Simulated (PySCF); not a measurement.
An unknown shows these calculated signals:

$^{1}$H NMR (500 MHz, computed): δ 5.69 (q, 1H), 3.16 (m, 1H), 3.14 (m, 1H), 3.12 (m, 1H), 3.10 (m, 1H), 2.81 (m, 1H), 1.72 (d, 3H).

$^{13}$C{$^{1}$H} NMR (computed): δ 138.4 (C), 129.9 (CH), 127.8 (C), 37.7 (CH2), 35.8 (CH2), 16.8 (CH3), 15.5 (CH).

Averaged over atoms made equivalent by symmetry, fast rotation or ring inversion, non-relativistic Hamiltonian, one conformer, in vacuum. GFN2-xTB geometry; PBE0/pcSseg-1 with gauge-including orbitals; PySCF.

Referencing at the same level of theory: $^{1}$H (σ = 31.72 ppm) and $^{13}$C (σ = 186.93 ppm) vs TMS.

Which of these does the molecule contain: a heteroaromatic ring, a nitrile, a Si–H bond, a Si–CH3 group, a non-aromatic C=C double bond?

Results:


- A heteroaromatic ring: no.
- A nitrile: yes (δC 127.8).
- A Si–H bond: no.
- A Si–CH3 group: no.
- A non-aromatic C=C double bond: yes.

The data belong to `InChI=1S/C7H9N/c1-2-6-3-7(4-6)5-8/h2,7H,3-4H2,1H3`; they needn't prove each group on their own.

Carbon signals by region: 3 in the sp2 and nitrile region (100–160 ppm), 4 below 50 ppm.

Shifts are as computed. Against solution values, carbons near 30 ppm lie about +3 ppm off and those near 130 ppm about +5 ppm. Of 1211 compounds with measured shifts, 218 miss one by over three times the rms of a fit or turn the order of signals round; such compounds aren't used in these exercises. Multiplicities follow the n + 1 count of equivalent neighbours, as no J values were calculated; m marks all less simple cases, F and P coupling included.
